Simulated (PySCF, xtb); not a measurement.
CH8N2Si2, SMILES N[Si@H]1NC[SiH2]1.

GFN2-xTB (xtb) at its own geometry gives an orbital gap of 4.03 eV and a dipole moment of 1.32 D.

Geometry optimised at PBE0-D3(BJ)/def2-SVP. The structure was generated by enumeration; whether it is a known compound was not checked. One conformer was computed; it need not be the lowest.

Problem. What does PySCF with M06-2X/def2-TZVP give? (Estimate from the structure and the level; the computed values follow.)

Solution. gap 8.72 eV (levels -7.74 and 0.98 eV), dipole 1.09 D.
